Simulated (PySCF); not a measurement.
Isomers of C2H7GaO. Method: PBE0-D3(BJ)/def2-SVP geometry optimisation, gas phase in PySCF. Energies are electronic, without zero-point or thermal terms, for one conformer each. No frequencies were run at this level. Point groups hold within 0.08 Å.

Problem. Order them by energy at this level, lowest first, and give relative energies in kcal/mol.
A. GaH2(OEt) (`CC[O][GaH2]`)
B. `[CH3:1][O:2][GaH:3][CH3:4]` with C1–O2–Ga3–C4 180°

Solution. B (0.0), A (3.7).

| SMILES | E (Eh) | E rel (kcal/mol) | dipole (D) | point group | A, B, C (MHz) |
| --- | --- | --- | --- | --- | --- |
| C[O][GaH][CH3] | -2079.71906 | 0.0 | 0.97 | – | 15441, 2611, 2298 |
| [H][Ga]([H])[O]CC | -2079.71312 | 3.7 | 1.05 | C1 | 17760, 1959, 1930 |

Problem. As an exercise, what shares would exp(−E/RT) give at 2000 K from these electronic energies alone (no entropy, no degeneracies)?

Solution. RT = 3.974 kcal/mol: C[O][GaH][CH3] 71.9 %, [H][Ga]([H])[O]CC 28.1 %.
